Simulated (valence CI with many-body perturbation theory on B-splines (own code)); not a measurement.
Values are calculated unless marked as measured or tabulated.
## Level structure of S9+

Method: configuration interaction combined with many-body perturbation theory (CI+MBPT): five valence electrons over a frozen Dirac-Fock core [He], radial functions for each j: 11 s, 11 p, 10 d, 8 f, 5 g, 2 h, with the one-electron correlation potential Σ1 (screened to all orders), the two-electron term Σ2, the three-electron term Σ3, Breit, model QED; selected single and double excitations, second order for the rest, scaled by the run's own slope (own B-spline code, finite nucleus).

No measured levels were compared; by estimate levels of excited configurations hold to 0.05 to 0.15 % of their energy, terms of the ground configuration to about 0.5 %. Among the levels kept, up to 5000 cm⁻¹ of a level comes from second order outside the variational space, and about a tenth of that is noise between levels of different J, which matters for small intervals.

Levels 46 to 90 of 192, with energies above the lowest level, 2s2 2p3 4S°_3/2. "Leading %" is the weight of the configuration and term that name the level; weights of strongly mixed levels are sums over their largest components and can fall short. In the jj column 3d3/2^4 stands for four electrons in 3d with j = 3/2.

```
No.  Configuration  Term    J  E (cm⁻¹)  Leading %                     Leading jj     Second component
 46     2s2 2p2 3d    4F  7/2   2324100         92  2s^2 2p1/2 2p3/2 3d5/2 (69 %)    5 % 2s2 2p2 3d 4D
 47     2s2 2p2 3d    4F  9/2   2328500         97      2s^2 2p3/2^2 3d5/2 (57 %)                     
 48     2s2 2p2 3d    2P  3/2   2331200         62  2s^2 2p1/2 2p3/2 3d3/2 (60 %)   30 % 2s2 2p2 3d 4D
 49     2s2 2p2 3d    4D  1/2   2332700         79  2s^2 2p1/2 2p3/2 3d3/2 (95 %)   17 % 2s2 2p2 3d 2P
 50      2s 2p3 3s   4S°  3/2   2334200         85     2s 2p1/2 2p3/2^2 3s (47 %)  12 % 2s2 2p2 3p 4S°
 51     2s2 2p2 3d    4D  5/2   2334800         79  2s^2 2p1/2 2p3/2 3d3/2 (25 %)    7 % 2s2 2p2 3d 4P
 52     2s2 2p2 3d    4D  3/2   2336400         61  2s^2 2p1/2 2p3/2 3d5/2 (58 %)   32 % 2s2 2p2 3d 2P
 53     2s2 2p2 3d    4D  7/2   2337200         84  2s^2 2p1/2 2p3/2 3d5/2 (48 %)    8 % 2s2 2p2 3d 2F
 54     2s2 2p2 3d    2P  1/2   2341400         79      2s^2 2p3/2^2 3d5/2 (63 %)   17 % 2s2 2p2 3d 4D
 55     2s2 2p2 3d    2F  5/2   2343200         91  2s^2 2p1/2 2p3/2 3d5/2 (59 %)    5 % 2s2 2p2 3d 4D
 56     2s2 2p2 3p   2P°  1/2   2344900         94      2s^2 2p3/2^2 3p1/2 (74 %)       4 % 2p4 3p 2P°
 57     2s2 2p2 3p   2P°  3/2   2345000         92      2s^2 2p3/2^2 3p3/2 (67 %)       4 % 2p4 3p 2P°
 58     2s2 2p2 3d    4P  5/2   2349500         88  2s^2 2p1/2 2p3/2 3d5/2 (41 %)    8 % 2s2 2p2 3d 4D
 59     2s2 2p2 3d    2F  7/2   2351600         88      2s^2 2p3/2^2 3d5/2 (62 %)    8 % 2s2 2p2 3d 4D
 60     2s2 2p2 3d    4P  3/2   2352200         93  2s^2 2p1/2 2p3/2 3d3/2 (33 %)                     
 61     2s2 2p2 3d    4P  1/2   2353500         95      2s^2 2p3/2^2 3d3/2 (50 %)                     
 62     2s2 2p2 3d    2D  3/2   2378900         95  2s^2 2p1/2 2p3/2 3d5/2 (49 %)                     
 63     2s2 2p2 3d    2D  5/2   2380500         94  2s^2 2p1/2 2p3/2 3d5/2 (32 %)                     
 64      2s 2p3 3p    6P  3/2   2383400         99  2s 2p1/2 2p3/2^2 3p1/2 (46 %)                     
 65      2s 2p3 3p    6P  5/2   2384200         99  2s 2p1/2 2p3/2^2 3p1/2 (28 %)                     
 66      2s 2p3 3p    6P  7/2   2385600         99  2s 2p1/2 2p3/2^2 3p3/2 (55 %)                     
 67     2s2 2p2 3d    2G  7/2   2397400         92  2s^2 2p1/2 2p3/2 3d3/2 (47 %)    5 % 2s2 2p2 3d 2F
 68     2s2 2p2 3d    2G  9/2   2398300         97  2s^2 2p1/2 2p3/2 3d5/2 (57 %)                     
 69     2s2 2p2 3d    2D  3/2   2407800         96  2s^2 2p1/2 2p3/2 3d3/2 (44 %)                     
 70     2s2 2p2 3d    2D  5/2   2407900         53  2s^2 2p1/2 2p3/2 3d3/2 (43 %)   43 % 2s2 2p2 3d 2F
 71     2s2 2p2 3d    2F  7/2   2409200         92  2s^2 2p1/2 2p3/2 3d5/2 (54 %)    5 % 2s2 2p2 3d 2G
 72     2s2 2p2 3d    2F  5/2   2412800         51      2s^2 2p3/2^2 3d5/2 (57 %)   45 % 2s2 2p2 3d 2D
 73      2s 2p3 3p    4P  5/2   2420200         98  2s 2p1/2 2p3/2^2 3p3/2 (33 %)                     
 74      2s 2p3 3p    4P  3/2   2420600         98  2s 2p1/2 2p3/2^2 3p3/2 (37 %)                     
 75      2s 2p3 3p    4P  1/2   2421100         97  2s 2p1/2 2p3/2^2 3p3/2 (61 %)                     
 76     2s2 2p2 3d    2P  1/2   2422400         95  2s^2 2p1/2 2p3/2 3d5/2 (38 %)                     
 77     2s2 2p2 3d    2P  3/2   2425100         96      2s^2 2p3/2^2 3d5/2 (40 %)                     
 78     2s2 2p2 3d    2S  1/2   2431000         95  2s^2 2p1/2 2p3/2 3d5/2 (31 %)                     
 79      2s 2p3 3s   4D°  5/2   2450900         97     2s 2p1/2 2p3/2^2 3s (72 %)                     
 80      2s 2p3 3s   4D°  3/2   2451100         97     2s 2p1/2 2p3/2^2 3s (54 %)                     
 81      2s 2p3 3s   4D°  7/2   2451100         98     2s 2p1/2 2p3/2^2 3s (98 %)                     
 82      2s 2p3 3s   4D°  1/2   2451200         97     2s 2p1/2 2p3/2^2 3s (43 %)                     
 83     2s2 2p2 3d    2D  5/2   2472400         94      2s^2 2p3/2^2 3d5/2 (65 %)        4 % 2p4 3d 2D
 84     2s2 2p2 3d    2D  3/2   2474400         94      2s^2 2p3/2^2 3d3/2 (73 %)        4 % 2p4 3d 2D
 85      2s 2p3 3s   2D°  5/2   2486000         95     2s 2p1/2 2p3/2^2 3s (88 %)                     
 86      2s 2p3 3s   2D°  3/2   2486200         95     2s 2p1/2 2p3/2^2 3s (54 %)                     
 87      2s 2p3 3d   6D°  5/2   2504700         99  2s 2p1/2 2p3/2^2 3d3/2 (36 %)                     
 88      2s 2p3 3d   6D°  1/2   2504700         99  2s 2p1/2 2p3/2^2 3d3/2 (53 %)                     
 89      2s 2p3 3d   6D°  3/2   2504700         99  2s 2p1/2 2p3/2^2 3d3/2 (47 %)                     
 90      2s 2p3 3d   6D°  7/2   2504700         99  2s 2p1/2 2p3/2^2 3d5/2 (34 %)
```

Names give the largest LS component (configuration and term), which can be under half, so a name can repeat, a term be missing and a line seem to break the LS rules; names also repeat where a configuration has a term twice.
